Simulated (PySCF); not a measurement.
1-chloro-3-methylbuta-1,2-diene (C5H7Cl), SMILES C(=CCl)=C(C)C.

Coordinates come from a r2SCAN-D4/def2-SVP optimisation.

The numbers are results of PySCF with PBE0/def2-TZVP, not measurements.

The molecule is in vacuum.

```yaml
total_energy: -654.57893 hartree
point_group: Cs
highest_occupied_level: -7.13 eV
lowest_empty_level: -0.45 eV
orbital_gap: 6.67 eV
dipole_moment: 2.57 D
quadrupole, principal values (traceless, Buckingham form, about the centre of nuclear charge): -2.53, -0.94, 3.47 D·Å
mean_static_polarisability: 78.9 bohr³ (11.69 Å³)
polarisability_principal_values: 57.7, 59.1, 119.9 bohr³
```
